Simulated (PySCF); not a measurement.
Charge-transfer reorganisation: SMILES N#Cc1cc[nH]c1, C5H4N2

Geometry:
```json
{"atom": "N1", "x (Å)": "3.214", "y (Å)": "-0.400", "z (Å)": "-0.307"}
{"atom": "C2", "x (Å)": "2.047", "y (Å)": "-0.306", "z (Å)": "-0.196"}
{"atom": "C3", "x (Å)": "0.636", "y (Å)": "-0.180", "z (Å)": "-0.064"}
{"atom": "C4", "x (Å)": "-0.135", "y (Å)": "1.034", "z (Å)": "-0.133"}
{"atom": "C5", "x (Å)": "-1.462", "y (Å)": "0.680", "z (Å)": "0.049"}
{"atom": "N6", "x (Å)": "-1.516", "y (Å)": "-0.689", "z (Å)": "0.222"}
{"atom": "C7", "x (Å)": "-0.263", "y (Å)": "-1.232", "z (Å)": "0.158"}
{"atom": "H8", "x (Å)": "0.259", "y (Å)": "2.042", "z (Å)": "-0.297"}
{"atom": "H9", "x (Å)": "-2.369", "y (Å)": "1.292", "z (Å)": "0.068"}
{"atom": "H10", "x (Å)": "-2.370", "y (Å)": "-1.223", "z (Å)": "0.376"}
{"atom": "H11", "x (Å)": "-0.082", "y (Å)": "-2.305", "z (Å)": "0.271"}
```

Computed, not measured: UKS PBE/def2-SVP four-point reorganisation energy, gas phase in PySCF. Geometry: PBE/def2-SVP.

(1) What is the inner reorganisation energy for hole transfer, with the ionisation energy?

## Answers

(1) λ = 0.126 (surface of the oxidised species) + 0.128 (surface of the starting species) = 0.254 eV. The ionisation energy is 8.76 eV vertical and 8.64 eV adiabatic without zero-point energy; at the relaxed geometry of the oxidised species the two energies differ by 8.51 eV. Largest bond changes: C7–C3 1.402 → 1.465 Å, C3–C4 1.439 → 1.407 Å, N6–C7 1.367 → 1.339 Å, C4–C5 1.385 → 1.405 Å, C5–N6 1.380 → 1.396 Å. ⟨S²⟩ of the relaxed oxidised species 0.760.
